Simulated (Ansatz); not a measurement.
`BN[SiH2]F` + `C[SiH](F)C#N` → `BN[SiH3]` + `C[Si](F)(F)C#N` at 400 K and 1 bar (redistribution).

Gas-phase electronic energies from Ansatz, PBE0-D4/def2-TZVP geometries. CBS: MP2 limit from def2 TZ/QZ plus the TZ coupled-cluster correction, frozen cores. Each species was taken in one conformer, which may not be the lowest.

```json
{"species": "`BN[SiH2]F`", "CCSD(T)/CBS energy (Eh)": "-471.49877", "H − E (kJ/mol)": "182.0", "S (J/(mol·K))": "339.2"}
{"species": "`C[SiH](F)C#N`", "CCSD(T)/CBS energy (Eh)": "-522.15876", "H − E (kJ/mol)": "180.6", "S (J/(mol·K))": "364.9"}
{"species": "`BN[SiH3]`", "CCSD(T)/CBS energy (Eh)": "-372.22946", "H − E (kJ/mol)": "191.4", "S (J/(mol·K))": "318.7"}
{"species": "`C[Si](F)(F)C#N`", "CCSD(T)/CBS energy (Eh)": "-621.42890", "H − E (kJ/mol)": "169.8", "S (J/(mol·K))": "386.8"}
```

H − E and S are ideal-gas, rigid-rotor, harmonic terms from PBE0-D4/def2-TZVP, for one conformer and one mirror image of each species. 1 Eh = 2625.50 kJ/mol, R = 8.31446 J/(mol·K).

By hand: ΔE, ΔH, ΔS and ΔG.

ΔE = (-372.22946) + (-621.42890) − (-471.49877) − (-522.15876) = -0.00083 Eh = -2.2 kJ/mol. Δ(H − E) = 191.4 + 169.8 − 182.0 − 180.6 = -1.4, so ΔH = -3.6 kJ/mol. ΔS = 318.7 + 386.8 − 339.2 − 364.9 = 1.4 J/(mol·K). ΔG = -3.6 − 400 × (1.4)/1000 = -4.2 kJ/mol.

By hand: the equilibrium constant, and the temperature at which ΔG would vanish if ΔH and ΔS stayed fixed.

log₁₀ K = −ΔG/(RT ln 10) = 0.5. ΔH and −TΔS have one sign here, so there is no such temperature. One of them is within its doubt of zero, so this could turn.

The number of gas molecules stays the same, so ΔS is small and ΔH decides. The sign of ΔG lies within the doubt. A doubt of 5 kJ/mol in ΔE shifts log₁₀ K by 0.7 here. Other conformers and mirror images would add mixing entropy, several J/(mol·K) or more a flexible species. These are equilibria of isolated gas molecules and say nothing of rates. Largest T1 diagnostic: 0.012 (customary marks: 0.02 for closed shells, 0.045 for open ones).
